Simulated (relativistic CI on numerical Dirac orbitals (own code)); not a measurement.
**Spin-allowed bands of a d7 ion in an octahedral site, by hand**

Problem. Take Δ = 12000 cm⁻¹ and B = 820 cm⁻¹ for a high-spin d7 ion in an octahedral site. Calculate the three spin-allowed bands.

Working.
1. The terms of highest spin are 4F (energy 0) and 4P (15B = 12300 cm⁻¹). Here the F term splits into A2 at +1.2Δ = 14400, T2 at +0.2Δ = 2400 and T1 at −0.6Δ = -7200 cm⁻¹.
2. The two T1 states mix through the element 0.4Δ: H = [[-7200, 4800], [4800, 12300]], with roots ½(H₁₁ + H₂₂) ∓ ½√[(H₂₂ − H₁₁)² + 4H₁₂²] = ½(5100) ∓ ½(21735) = -8317 and 13417 cm⁻¹.
3. The ground term is 4T1 at -8317 cm⁻¹.
4. Bands: 4T2 10717 cm⁻¹ (933 nm), 4T1(P) 21735 cm⁻¹ (460 nm), 4A2 22717 cm⁻¹ (440 nm).

Check. Exact diagonalisation of the whole d7 shell with these parameters gives 4T2 10717, 4T1 21735, 4A2 22717 cm⁻¹. The match is exact, since without spin-orbit coupling no other term has this spin. The ratio of the second band to the first, 2.028, depends on Δ/B = 14.6 alone, which is how a Tanabe-Sugano diagram is read.
